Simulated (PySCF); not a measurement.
C4H5Cl. Atoms are numbered in the order given.

```xyz
10

C     -2.7642     0.4968     0.1331
C     -1.7145    -0.5454    -0.1459
C     -0.4584    -0.3007    -0.4350
C      0.7902    -0.0485    -0.7283
Cl     2.0530     0.0950     0.4870
H     -2.3522     1.5135     0.0689
H     -3.5985     0.4086    -0.5834
H     -3.1905     0.3535     1.1404
H     -2.0368    -1.5959    -0.1004
H      1.1586     0.0914    -1.7482
```
Charge 0, spin multiplicity 1.

The structure is a stationary point at B3LYP-D3(BJ)/def2-SVP.

Method: HF/pcSseg-1 (PySCF).

GIAO shieldings, no solvent; atoms alike by connectivity are averaged. δ = σ(ref) − σ: ¹³C against TMS (σ = 192.6 ppm); ³⁵Cl against HCl (σ = 958.2 ppm); ¹H against TMS (σ = 31.99 ppm), references at their B3LYP-D3(BJ)/def2-TZVP geometries, non-relativistic (without spin–orbit terms, shifts of atoms bonded to Cl or Br come out too high).

Task: Estimate the chemical shifts. (Estimate from the structure and the level; the computed values follow.)

Result: 
```json
[
 {"nucleus": "¹³C", "atoms": "C3", "count": "1", "δ (ppm)": "223.7"},
 {"nucleus": "¹³C", "atoms": "C2", "count": "1", "δ (ppm)": "105.0"},
 {"nucleus": "¹³C", "atoms": "C4", "count": "1", "δ (ppm)": "99.3"},
 {"nucleus": "¹³C", "atoms": "C1", "count": "1", "δ (ppm)": "18.6"},
 {"nucleus": "³⁵Cl", "atoms": "Cl5", "count": "1", "δ (ppm)": "111.5"},
 {"nucleus": "¹H", "atoms": "H10", "count": "1", "δ (ppm)": "6.32"},
 {"nucleus": "¹H", "atoms": "H9", "count": "1", "δ (ppm)": "6.11"},
 {"nucleus": "¹H", "atoms": "H6, H7, H8", "count": "3", "δ (ppm)": "2.24"}
]
```
